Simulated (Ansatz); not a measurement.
Gas-phase electronic energies from Ansatz, PBE0-D4/def2-TZVP geometries. CCSD(T)/CBS is the MP2 limit (def2-TZVPP, def2-QZVPP) plus CCSD(T) − MP2 in def2-TZVPP, frozen cores. Functionals use def2-TZVPP. B3LYP here is the variant with VWN-RPA as its local correlation; programs differ in this. def2 core potentials past Kr. For Ge, Te outer-core shells are correlated without core-valence functions, which leaves a few kJ/mol of doubt a bond. Scalar relativity is left out up to krypton. One conformer a species, not always the lowest.

Consider the isomerisation: `OC[Te][GeH3]` → `[GeH3][O]C[TeH]`.

| level | ΔE (kcal/mol) | difference from CCSD(T)/CBS |
| --- | --- | --- |
| PBE-D4 | 13.5 | 2.2 |
| PBE0-D4 | 13.5 | 2.2 |
| B3LYP-D4 | 11.0 | -0.3 |
| ωB97M-V | 10.7 | -0.6 |
| B2PLYP | 10.1 | -1.2 |
| PBE | 13.3 | 2.0 |
| PBE0 | 13.3 | 2.0 |
| B3LYP | 10.6 | -0.7 |
| MP2/def2-TZVPP | 10.7 | -0.6 |
| SCS-MP2/def2-TZVPP | 9.0 | -2.3 |
| CCSD/def2-TZVPP | 9.1 | -2.2 |
| HF/def2-QZVPP | 7.7 | -3.6 |
| MP2/def2-QZVPP | 11.6 | 0.3 |
| SCS-MP2/def2-QZVPP | 9.8 | -1.5 |
| MP2/CBS(def2) | 12.5 | 1.2 |
| CCSD/CBS(def2) | 10.9 | -0.4 |
| CCSD(T)/CBS | 11.3 | 0 |

Largest T1 diagnostic among the species: 0.012.

In def2-TZVPP, CCSD(T) changes the Hartree–Fock value by +1.4 kcal/mol (the triples alone add +0.3 kcal/mol) and MP2 by +2.6 kcal/mol.
